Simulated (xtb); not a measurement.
xtb input (GFN2-xTB):

```bash
xtb mol.xyz --gfn 2 --sp --chrg 0 --uhf 0
```
mol.xyz:
```
12

B     -0.01550774    -0.00850457    -0.33305316
Cl     0.06821220     0.03740813     1.46496419
O     -1.19944168    -0.10694537    -0.96772624
C     -2.45889749    -0.18205847    -0.31032426
O      1.10413598     0.05467895    -1.07911338
C      2.41901613     0.16018720    -0.54619077
H     -3.21843675    -0.25339924    -1.08598200
H     -2.51176899    -1.06179958     0.33267650
H     -2.63790505     0.70886296     0.29333550
H      2.65541985    -0.69925770     0.08282238
H      2.52928379     1.07140484     0.04348138
H      3.10307224     0.19013240    -1.39165209
```

Output:

```
           -------------------------------------------------
          |                Calculation Setup                |
           -------------------------------------------------

           -------------------------------------------------
          |                 G F N 2 - x T B                 |
           -------------------------------------------------

        Reference                      10.1021/acs.jctc.8b01176
      * Hamiltonian:
        H0-scaling (s, p, d)           1.850000    2.230000    2.230000
        zeta-weighting                 0.500000
      * Dispersion:
        s8                             2.700000
        a1                             0.520000
        a2                             5.000000
        s9                             5.000000
      * Repulsion:
        kExp                           1.500000    1.000000
        rExp                           1.000000
      * Coulomb:
        alpha                          2.000000
        third order                    shell-resolved
        anisotropic                    true
        a3                             3.000000
        a5                             4.000000
        cn-shift                       1.200000
        cn-exp                         4.000000
        max-rad                        5.000000

          ...................................................
          :                      SETUP                      :
          :.................................................:
          :  # basis functions                  36          :
          :  # atomic orbitals                  35          :
          :  # shells                           19          :
          :  # electrons                        36          :
          :  max. iterations                   250          :
          :  Hamiltonian                  GFN2-xTB          :
          :  restarted?                      false          :
          :  GBSA solvation                  false          :
          :  PC potential                    false          :
          :  electronic temp.          300.0000000     K    :
          :  accuracy                    1.0000000          :
          :  -> integral cutoff          0.2500000E+02      :
          :  -> integral neglect         0.1000000E-07      :
          :  -> SCF convergence          0.1000000E-05 Eh   :
          :  -> wf. convergence          0.1000000E-03 e    :
          :  Broyden damping             0.4000000          :
          :  net charge                          0          :
          :  unpaired electrons                  0          :
          ...................................................

 iter      E             dE          RMSdq      gap      omega  full diag
   1    -21.2971142 -0.212971E+02  0.701E+00    8.97       0.0  T
   2    -21.4906062 -0.193492E+00  0.425E+00    5.87       1.0  T
   3    -21.4982870 -0.768079E-02  0.204E+00    6.97       1.0  T
   4    -21.5063163 -0.802929E-02  0.662E-01    6.30       1.0  T
   5    -21.5113523 -0.503597E-02  0.262E-01    6.62       1.0  T
   6    -21.5113407  0.115371E-04  0.799E-02    6.64       1.0  T
   7    -21.5113803 -0.395696E-04  0.355E-02    6.60       1.0  T
   8    -21.5113857 -0.544727E-05  0.199E-02    6.61       1.5  T
   9    -21.5113805  0.524885E-05  0.239E-02    6.62       1.2  T
  10    -21.5113879 -0.738948E-05  0.287E-03    6.61      10.1  T
  11    -21.5113879  0.259451E-07  0.182E-03    6.61      15.8  T
  12    -21.5113879 -0.310106E-07  0.382E-04    6.61      75.6  T
  13    -21.5113879 -0.155360E-08  0.921E-05    6.61     313.5  T

   *** convergence criteria satisfied after 13 iterations ***

         #    Occupation            Energy/Eh            Energy/eV
      -------------------------------------------------------------
         1        2.0000           -1.0411911             -28.3323
       ...           ...                  ...                  ...
        12        2.0000           -0.4935197             -13.4294
        13        2.0000           -0.4790733             -13.0362
        14        2.0000           -0.4684842             -12.7481
        15        2.0000           -0.4422770             -12.0350
        16        2.0000           -0.4403655             -11.9830
        17        2.0000           -0.4271450             -11.6232
        18        2.0000           -0.4230211             -11.5110 (HOMO)
        19                         -0.1802657              -4.9053 (LUMO)
        20                         -0.0536704              -1.4604
        21                         -0.0211079              -0.5744
        22                          0.0292741               0.7966
        23                          0.0337046               0.9171
       ...                                ...                  ...
        35                          0.5193355              14.1318
      -------------------------------------------------------------
                  HL-Gap            0.2427553 Eh            6.6057 eV
             Fermi-level           -0.3016434 Eh           -8.2081 eV

 SCC (total)                   0 d,  0 h,  0 min,  0.007 sec
 SCC setup                      ...        0 min,  0.000 sec (  1.150%)
 Dispersion                     ...        0 min,  0.000 sec (  0.769%)
 classical contributions        ...        0 min,  0.000 sec (  0.278%)
 integral evaluation            ...        0 min,  0.001 sec ( 14.444%)
 iterations                     ...        0 min,  0.004 sec ( 54.576%)
 molecular gradient             ...        0 min,  0.002 sec ( 27.618%)
 printout                       ...        0 min,  0.000 sec (  0.933%)

         :::::::::::::::::::::::::::::::::::::::::::::::::::::
         ::                     SUMMARY                     ::
         :::::::::::::::::::::::::::::::::::::::::::::::::::::
         :: total energy             -21.363677671411 Eh    ::
         :: gradient norm              0.015315298971 Eh/a0 ::
         :: HOMO-LUMO gap              6.605708352821 eV    ::
         ::.................................................::
         :: SCC energy               -21.511388174871 Eh    ::
         :: -> isotropic ES            0.076224533576 Eh    ::
         :: -> anisotropic ES         -0.000502113350 Eh    ::
         :: -> anisotropic XC          0.001625202294 Eh    ::
         :: -> dispersion             -0.006473740738 Eh    ::
         :: repulsion energy           0.147710503461 Eh    ::
         :: add. restraining           0.000000000000 Eh    ::
         :: total charge               0.000000000000 e     ::
         :::::::::::::::::::::::::::::::::::::::::::::::::::::

           -------------------------------------------------
          |                Property Printout                |
           -------------------------------------------------

    * Orbital Energies and Occupations

         #    Occupation            Energy/Eh            Energy/eV
      -------------------------------------------------------------
         1        2.0000           -1.0411911             -28.3323
       ...           ...                  ...                  ...
         6        2.0000           -0.5886624             -16.0183
         7        2.0000           -0.5710085             -15.5379
         8        2.0000           -0.5687565             -15.4767
         9        2.0000           -0.5608122             -15.2605
        10        2.0000           -0.5460263             -14.8581
        11        2.0000           -0.5359493             -14.5839
        12        2.0000           -0.4935197             -13.4294
        13        2.0000           -0.4790733             -13.0362
        14        2.0000           -0.4684842             -12.7481
        15        2.0000           -0.4422770             -12.0350
        16        2.0000           -0.4403655             -11.9830
        17        2.0000           -0.4271450             -11.6232
        18        2.0000           -0.4230211             -11.5110 (HOMO)
        19                         -0.1802657              -4.9053 (LUMO)
        20                         -0.0536704              -1.4604
        21                         -0.0211079              -0.5744
        22                          0.0292741               0.7966
        23                          0.0337046               0.9171
        24                          0.0337217               0.9176
        25                          0.0471759               1.2837
        26                          0.0699478               1.9034
        27                          0.1274001               3.4667
        28                          0.1326748               3.6103
        29                          0.1762464               4.7959
       ...                                ...                  ...
        35                          0.5193355              14.1318
      -------------------------------------------------------------
                  HL-Gap            0.2427553 Eh            6.6057 eV
             Fermi-level           -0.3016434 Eh           -8.2081 eV

     #   Z          covCN         q      C6AA      α(0)
     1   5 B        2.419     0.533    17.585     7.643
     2  17 Cl       0.824    -0.337   109.932    16.040
     3   8 O        1.638    -0.320    19.379     5.942
     4   6 C        3.635     0.030    20.446     6.507
     5   8 O        1.638    -0.320    19.379     5.942
     6   6 C        3.635     0.030    20.446     6.507
     7   1 H        0.925     0.074     2.046     2.237
     8   1 H        0.924     0.060     2.204     2.322
     9   1 H        0.924     0.060     2.204     2.322
    10   1 H        0.924     0.060     2.204     2.322
    11   1 H        0.924     0.060     2.204     2.322
    12   1 H        0.925     0.074     2.046     2.237

 Mol. C6AA /au·bohr⁶  :       1695.329110
 Mol. C8AA /au·bohr⁸  :      45032.543912
 Mol. α(0) /au        :         62.342224

Wiberg/Mayer (AO) data.
largest (>0.10) Wiberg bond orders for each atom

 ---------------------------------------------------------------------------
     #   Z sym  total        # sym  WBO       # sym  WBO       # sym  WBO
 ---------------------------------------------------------------------------
     1   5 B    3.378 --     5 O    1.211     3 O    1.211     2 Cl   0.905
     2  17 Cl   1.011 --     1 B    0.905
     3   8 O    2.310 --     1 B    1.211     4 C    0.961
     4   6 C    3.923 --     7 H    0.981     9 H    0.979     8 H    0.979
                             3 O    0.961
     5   8 O    2.310 --     1 B    1.211     6 C    0.961
     6   6 C    3.923 --    12 H    0.981    10 H    0.979    11 H    0.979
                             5 O    0.961
     7   1 H    0.994 --     4 C    0.981
     8   1 H    0.996 --     4 C    0.979
     9   1 H    0.996 --     4 C    0.979
    10   1 H    0.996 --     6 C    0.979
    11   1 H    0.996 --     6 C    0.979
    12   1 H    0.994 --     6 C    0.981
 ---------------------------------------------------------------------------

Topologies differ in total number of bonds
Writing topology from bond orders to xtbtopo.mol

molecular dipole:
                 x           y           z       tot (Debye)
 q only:       -0.016      -0.009      -0.338
   full:       -0.011      -0.006      -0.241       0.613
molecular quadrupole (traceless):
                xx          xy          yy          xz          yz          zz
 q only:       10.752       0.887      -1.939      -0.936      -0.218      -8.813
  q+dip:        8.857       0.543       0.984      -0.887      -0.303      -9.842
   full:        9.548       0.614       0.668      -0.938      -0.308     -10.216

           -------------------------------------------------
Note: The following floating-point exceptions are signalling: IEEE_UNDERFLOW_FLAG IEEE_DENORMAL
normal termination of xtb
          | TOTAL ENERGY              -21.363677671411 Eh   |
          | GRADIENT NORM               0.015315298971 Eh/α |
          | HOMO-LUMO GAP               6.605708352821 eV   |
           -------------------------------------------------

------------------------------------------------------------------------
------------------------------------------------------------------------
 total:
 SCF:
```
